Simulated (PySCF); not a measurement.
methylhydroxycarbene (C2H4O), SMILES C[C]O (connectivity only; charge and spin as stated), neutral, multiplicity 1.

Geometry: r2SCAN-D4/def2-TZVP. A frequency run showed that this geometry is not a minimum. The values are those of a single conformer.

Two levels are set side by side: TDDFT-PBE/def2-SVPD (PySCF) and TDDFT-CAM-B3LYP/def2-SVPD (PySCF). Vertical, same geometry. The lowest singlet is HOMO→LUMO 101 % with PBE and HOMO→LUMO 100 % with the other functional; states are paired by order. Differences are taken from unrounded values.

```json
[
 {"quantity": "lowest singlet excitation (eV)", "TDDFT-CAM-B3LYP": "2.94"},
 {"quantity": "lowest triplet excitation (TDA) (eV)", "TDDFT-CAM-B3LYP": "1.41"},
 {"quantity": "first bright state (f over 0.05) (eV)", "TDDFT-CAM-B3LYP": "5.65"},
 {"quantity": "its oscillator strength", "TDDFT-CAM-B3LYP": "0.09"}
]
```

What does TDDFT-PBE give, and how far is it from TDDFT-CAM-B3LYP? (Estimate from the structure and the level; the computed values follow.)


```csv
quantity,TDDFT-PBE,TDDFT-PBE minus TDDFT-CAM-B3LYP
lowest singlet excitation (eV),2.96,0.02
lowest triplet excitation (TDA) (eV),1.46,0.05
first bright state (f over 0.05) (eV),4.69,-0.96
its oscillator strength,0.11,0.02
```

Rough cost on one machine, each run with all the roots and properties that it gave: TDDFT-CAM-B3LYP against TDDFT-PBE about 4 times.
